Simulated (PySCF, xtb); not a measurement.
C₂H₅Si, charge +1, multiplicity 1. Atoms are numbered in the order given.

```xyz
8

C      1.6739     0.0682     0.3966
Si     0.1110    -0.1691    -0.1912
C     -1.6763     0.1876    -0.0767
H      2.1476    -0.7121     0.9935
H      2.3599     0.7178    -0.1484
H     -1.7981     1.2737    -0.1748
H     -2.2463    -0.3389    -0.8419
H     -2.0031    -0.1076     0.9284
```
Charge +1, spin multiplicity 1.

Geometry optimised at PBE0-D3(BJ)/def2-TZVP. The spin state was assumed, not searched. The isomer is the one that the SMILES or the coordinates give; other isomers of the formula were not compared.

Method: IEF-PCM-M06-2X/def2-SVP (PySCF).

The values are the electrostatic part of the solvation free energy, E(continuum) − E(gas) at the gas-phase geometry, in a cavity of scaled van der Waals radii (PySCF's table); cavitation and dispersion terms are not included. In vacuum the orbital gap is 6.43 eV.

Computed values in water (ε = 78.36), dimethylsulfoxide (ε = 46.83), N,N-dimethylformamide (ε = 37.22):
| solvent | ε | ΔG(elec) (kcal/mol) | gap (eV) |
|---|---|---|---|
| water | 78.36 | -59.7 | 6.65 |
| dimethylsulfoxide | 46.83 | -59.2 | 6.64 |
| N,N-dimethylformamide | 37.22 | -58.9 | 6.64 |

For comparison, GFN2-xTB/ALPB(water) (xtb, at the GFN2-xTB geometry, all terms of that model) gives -53.5 kcal/mol.
